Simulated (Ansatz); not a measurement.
Basis-set extrapolation for AlH$_{6}$N$_{3}$ (`[NH2][Al]([NH2])[NH2]`) (PBE0-D4/def2-TZVP geometry, frozen core, the Gaussian-basis code of Ansatz). Multiplicity 1, RHF reference.

```csv
,def2-TZVPP,def2-QZVPP
HF,-408.967772,-408.984692
MP2 correlation,-0.726807,-0.780171
CCSD(T) correlation,-0.781000,not run
```

Energies in hartree. Use E(X) = E(∞) + A·exp(−7.88·√X) for Hartree–Fock and E(X) = E(∞) + B·X^(−2.97) for correlation, with X = 3 and 4, and add CCSD(T) minus MP2 of the smaller set to the MP2 limit.

**Question.** What is the CCSD(T) energy at the basis-set limit?

**Answer.** HF limit: -408.984692 + (-0.016920) × 0.13774 = -408.98702. MP2 limit: -0.780171 + (-0.053364) × 0.74074 = -0.81970. Higher-order term: -0.781000 − (-0.726807) = -0.05419. Total: -409.86091 hartree, 3.05 eV below CCSD(T)/def2-TZVPP.
